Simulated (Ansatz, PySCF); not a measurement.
Pair of molecules: SiH4 (SMILES [SiH4]) (first 5 atoms) with H2Se (SMILES [SeH2]); geometry from B3LYP-D3(BJ)/def2-TZVP.
(charge 0, multiplicity 1):
```json
[
 {"atom": "Si", "x (Å)": "0.1951", "y (Å)": "-0.0097", "z (Å)": "0.0356"},
 {"atom": "H", "x (Å)": "-0.6141", "y (Å)": "-1.1760", "z (Å)": "0.4501"},
 {"atom": "H", "x (Å)": "-0.4440", "y (Å)": "1.2378", "z (Å)": "0.5102"},
 {"atom": "H", "x (Å)": "0.2729", "y (Å)": "0.0252", "z (Å)": "-1.4451"},
 {"atom": "H", "x (Å)": "1.5616", "y (Å)": "-0.1160", "z (Å)": "0.5903"},
 {"atom": "Se", "x (Å)": "-0.1044", "y (Å)": "0.0270", "z (Å)": "3.9130"},
 {"atom": "H", "x (Å)": "0.3149", "y (Å)": "1.4290", "z (Å)": "3.7707"},
 {"atom": "H", "x (Å)": "-1.4986", "y (Å)": "0.3788", "z (Å)": "3.6065"}
]
```

Interaction energies are E(AB) − E(A) − E(B) at the monomers' geometry in the complex; basis-set methods are counterpoise corrected.

Frozen-core correlation. Filled d and f shells under p-block atoms count as core. Rows in 6-31G* carry no dispersion term and start afresh at each structure (6-31G* with six Cartesian d functions); the Pople sets are all-electron and without relativity.

Codes used: Ansatz (a program for electronic structure); PySCF for 6-31G* rows, the dispersion terms. 

Question: One of these levels gives -61.6 meV for the interaction energy. Name it.
(A) revPBE-D3(BJ)/def2-TZVPPD
(B) SCS-MP2/def2-TZVPPD
(C) BHLYP/def2-TZVPPD
(D) HF/6-31G*

Answer: A, revPBE-D3(BJ)/def2-TZVPPD. The others give 34.2 (HF/6-31G*), 5.0 (BHLYP/def2-TZVPPD), -24.4 (SCS-MP2/def2-TZVPPD)
